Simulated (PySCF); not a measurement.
## Worked example: chemical shift, span and skew from a shielding tensor

Ga(H)2(OEt) (C2H7GaO), SMILES CC[O][GaH2]. Atoms are numbered in the order given.

```xyz
11

Ga    -0.1236    -1.0885     0.0000
H      0.7343    -2.3882     0.0000
H     -1.6807    -0.9465     0.0000
O      0.9207     0.3627     0.0000
C      0.6396     1.7454     0.0000
C     -0.8380     2.1131     0.0000
H      1.1293     2.1922     0.8859
H      1.1293     2.1922    -0.8859
H     -1.3503     1.7161     0.8919
H     -0.9565     3.2087     0.0000
H     -1.3503     1.7161    -0.8919
```
Charge 0, spin multiplicity 1.

Geometry: TPSSh-D3(BJ)/def2-SVP. The values are those of a single conformer.

GIAO shieldings from PBE/pcSseg-1 (PySCF), non-relativistic, no solvent. The symmetric part of the tensor of C6 has the principal values 146.0, 148.8, 170.5 ppm. The same nucleus in TMS has σ = 182.0 ppm at this level (PySCF, at its B3LYP-D3(BJ)/def2-TZVP geometry).

Task: Work out the isotropic shielding, the ¹³C shift against TMS, the span and the skew.

Result: 
σ(iso) = (σ11 + σ22 + σ33)/3 = 155.1 ppm. δ = σ(ref) − σ(iso) = 182.0 − (155.1) = 26.9 ppm.
Span Ω = σ33 − σ11 = 24.5 ppm. Skew κ = 3(σ(iso) − σ22)/Ω = 0.77. Tumbling in solution averages the tensor to δ; in a static solid the shielding alone would spread this spin-1/2 line over Ω.
